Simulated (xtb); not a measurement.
HfO₂, triplet, geometry from GFN2-xTB (such geometries of metal compounds can be far from the true shape) (the multiplicity is a formal guess). Base run: GFN2-xTB run with xtb.

Input for xtb:
```
$ xtb mol.xyz --gfn 2 --uhf 2 --json

# file mol.xyz
3

Hf     0.04722398    -0.00054983     0.05578566
O      1.10121645     0.29859966    -1.36021799
O     -1.52623229    -0.29365116     0.85814707
```

Variants of this job, named by their change:

```csv
change,ΔE vs base (kcal/mol),dipole (D),G_solv (kcal/mol),SCF cycles
base,0.000,2.29,-,31
acc = 0.1,0.000,2.29,-,33
file = coord,0.000,2.29,-,31
alpb = hexane,1.84,2.29,1.69,29
etemp = 10000,-71.3,2.10,-,28
acc = 0.0001,0.000,2.29,-,40
etemp = 3000,-9.84,2.28,-,32
acc = 1000,0.006,2.29,-,26
alpb = dmf,-7.49,2.29,-7.51,28
```

ALPB and GBSA are two models with their own fitted parameters for each solvent, which aren't always the measured dielectric constant.
